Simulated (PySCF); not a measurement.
# Which determinant of BeCl⁺ lies lowest?

Unrestricted PBE0; basis Be def2-SVP, Cl def2-SVP; no relativity; PySCF 2.14. Outer shells of the fragments: Be+ 2s1; Cl 3s2 3p5.

Followed along the bond (rough minima from three points):

```
2Ms+1  unpaired  ⟨S²⟩ at the start  R at minimum (Å)  Te (eV)
    1      none               0.00              1.76     0.00
    3  σ ↑, π ↑               2.00  none in the scan   ≤ 3.07
```

Solutions found at the starting distance of 2.030 Å, counted from the lowest of them; the search is not exhaustive and high or unbound solutions are not listed, so other states can lie among these:

```csv
2Ms+1,unpaired,term,E (eV),⟨S²⟩,⟨Lz²⟩,μ (D)
1,none,¹Σ⁺,0.00,0.00,0.00,-9.85
3,"σ ↑, π ↑",³Π,2.57,2.00,1.01,-2.78
1,"σ ↑, π ↓",mixed,2.61,1.00,1.01,-2.73
3,σ ↑↑,³Σ⁺,4.30,2.00,0.00,-3.08
3,π ↑↑,mixed,4.98,2.00,2.00,-4.74
3,π ↑↑,mixed,5.15,2.00,2.00,-4.80
1,π ↑↓,mixed,5.16,1.01,2.01,-4.80
3,"σ ↑, π ↑",³Π,6.75,2.00,1.00,-5.06
```

A term symbol is given only where ⟨S²⟩ and ⟨Lz²⟩ are close to those of a pure state; real π, δ and φ orbitals otherwise mix terms. A positive dipole points towards Cl; it is taken about the centre of mass and depends on that origin.

Counting both spins, an empty level lies below a filled one in some of these solutions, because spin and occupation are held.
